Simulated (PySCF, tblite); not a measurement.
Isomers of C6H9NOS. Computed with GFN2-xTB (tblite): harmonic, unscaled wavenumbers at the GFN2-xTB geometry, gas phase. The method is semi-empirical: single wavenumbers can be off by several per cent or more. One conformer each.

Electronic energies: PBE0/pcSseg-1 single points on the GFN2-xTB geometries (PySCF, gas phase).

| SMILES | electronic energy, lowest = 0 (kcal/mol) |
| --- | --- |
| N#C[C@@H]1CCC[S@](=O)C1 | 19.1 |
| CCOc1ccc(N)s1 | 0.7 |
| CCc1sncc1OC | 0.0 |

Question: How do GFN2-xTB zero-point energies change the relative energies?

Answer: 
| SMILES | ZPE (kcal/mol) | of it from modes above 1550 cm⁻¹ | electronic (kcal/mol) | with ZPE, lowest = 0 (kcal/mol) | lowest mode (cm⁻¹) | rings |
| --- | --- | --- | --- | --- | --- | --- |
| CCc1sncc1OC | 88.3 | 41.0 | 0.0 | 0.0 | 11 | 1 |
| CCOc1ccc(N)s1 | 87.8 | 44.7 | 0.7 | 0.1 | 40 | 1 |
| N#C[C@@H]1CCC[S@](=O)C1 | 89.0 | 41.8 | 19.1 | 19.7 | 90 | 1 |

The zero-point energies span 1.2 kcal/mol, from `CCOc1ccc(N)s1` to `N#C[C@@H]1CCC[S@](=O)C1`. The order is unchanged.

Question: And how do the electronic energies of GFN2-xTB itself compare?

Answer: `CCc1sncc1OC` 0.0; `CCOc1ccc(N)s1` 8.1; `N#C[C@@H]1CCC[S@](=O)C1` 22.7 kcal/mol, lowest = 0. Against the energies above, taken from the same isomer `CCc1sncc1OC`, the largest difference is 7.4 kcal/mol.
